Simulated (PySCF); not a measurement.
# MCl₃ across the 4d metals

Level: PBE0, basis family def2-SVP, scalar-relativistic core potentials from Rb on and no relativity for lighter atoms.

Each entry is the lowest minimum that a search over a few typed start shapes (and spin states, where more than one is plausible) found, or that minimum re-optimised at the stated level; isomers with ligand–ligand bonds, or fragments after loss of a ligand pair, can lie lower. Open shells are unrestricted; no spin–orbit coupling; PySCF with density fitting.

(1) Order by mean bond length to the first atom of the formula (for M2X and M3X the non-metal), shortest first (Å).
A. MoCl₃
B. NbCl₃
C. RhCl₃
D. TcCl₃

(2) Give point groups and multiplicities.

Answers

(1) C (2.201), A (2.255), D (2.261), B (2.288).

(2) NbCl₃ C2v triplet, MoCl₃ D3h quartet, TcCl₃ C2v quintet, RhCl₃ C2v triplet.

The bond length does not run in one direction; the largest change, -0.060 Å, falls between TcCl₃ and RhCl₃ among the members listed.

The shape changes along the series: C2v for NbCl₃; D3h for MoCl₃; C2v for TcCl₃ and RhCl₃.

The shape of NbCl₃ rests on a mode under 45 cm⁻¹ and is not firmly settled.

Left out of the table are members whose search was unfinished or whose lowest solution was spin-contaminated, unstable, very soft or bonded differently.

Open d and f shells are single-determinant solutions and may miss the true ground state.
